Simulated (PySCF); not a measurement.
CH₈FNOSi₂. Atoms are numbered in the order given.

```xyz
14

C     -2.1586     0.5498    -0.5121
Si    -1.4933    -0.9478     0.4043
O      0.1120    -0.6905     0.8841
Si     1.3390     0.1678     0.1767
N      1.3507    -0.1792    -1.5166
F      1.0676     1.7799     0.2680
H     -2.0494     1.4635     0.1060
H     -3.2299     0.4216    -0.7693
H     -1.5815     0.6983    -1.4469
H     -1.5441    -2.1729    -0.4717
H     -2.2742    -1.2224     1.6579
H      2.5683    -0.0969     0.9800
H      1.8530     0.4407    -2.1567
H      1.4106    -1.1513    -1.8294
```

Coordinates come from a PBE-D3(BJ)/def2-SVP optimisation. The structure was generated by enumeration; whether it is a known compound was not checked. Other conformers were not sampled.

These are PBE0/pcSseg-1 (PySCF) values and carry that method's errors.

GIAO shieldings, no solvent; atoms listed in one row are averaged. δ = σ(ref) − σ: ¹³C against TMS (σ = 186.3 ppm); ²⁹Si against TMS (σ = 352.7 ppm); ¹⁷O against H2O (σ = 334.2 ppm); ¹⁵N against NH3 (σ = 267.4 ppm); ¹⁹F against CFCl3 (σ = 167.2 ppm); ¹H against TMS (σ = 31.56 ppm), references at their B3LYP-D3(BJ)/def2-TZVP geometries, non-relativistic.

```csv
nucleus,atoms,count,δ (ppm)
¹³C,C1,1,3.7
²⁹Si,Si2,1,-7.0
²⁹Si,Si4,1,-39.3
¹⁷O,O3,1,78.1
¹⁵N,N5,1,37.4
¹⁹F,F6,1,-150.8
¹H,"H10, H11",2,5.50
¹H,H12,1,5.36
¹H,H13,1,1.46
¹H,H14,1,1.34
¹H,"H7, H8, H9",3,1.21
```
